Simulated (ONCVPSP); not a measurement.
# Sn (Z = 50), ONCV: configuration errors across variants

ONCVPSP 4.0.1 input, shortened (lines: element, Z, core and valence counts, functional; n l f; lmax; l rc ep ncon nbas qcut; lloc lpopt rc5 dvloc0; l nproj debl; icmod fcfact rcfact), PBE, scalar-relativistic:

```
  Sn 50.00    9    2        4      upf
    1    0    2.00
    2    0    2.00
    2    1    6.00
    3    0    2.00
    3    1    6.00
    3    2   10.00
    4    0    2.00
    4    1    6.00
    4    2   10.00
    5    0    2.00
    5    1    2.00
    2
    0    1.90    0.00    5   10    3.20
    1    2.40    0.00    4    8    4.00
    2    2.15    0.10    4    9    4.00
    4    5    1.40    0.00
    0    3    3.80
    1    2    0.90
    2    2    0.40
    3    2.75    1.30
```

All-electron excitation energies from the reference (eV): (1) 5s2 5p1 6.875; (2) 5s2 5p0 20.828; (3) 5s1 5p0 51.800; (4) 5s1 5p3 6.978.

3 further variants failed, have other tests or too few solved ones, and are left out.

A true bound ghost makes a file unfit for plane-wave use even where its test errors are small: the radial tests pick states by their node count and pass the ghost by.

Errors AE − PS in meV (a dash: test not solved or not reliable):

| change | (1) | (2) | (3) | (4) | bound ghosts | GHOST(+) flags above zero |
| --- | --- | --- | --- | --- | --- | --- |
| base | -4.5 | -29 | -150 | -5.2 | d | s, p, d |
| d: rc 2.58 | -4.5 | -29 | -150 | -5.2 | d | s, p |
| d: rc 2.84 | -4.5 | -29 | -150 | -5.2 | d | s, p |
| d: rc 3.04 | -4.5 | -29 | -150 | -5.2 | none | s, p |

Give the same row for: d: rc 2.26.

-4.5, -29, -150, -5.2; bound ghosts: d; GHOST(+) flags above zero: s, p.
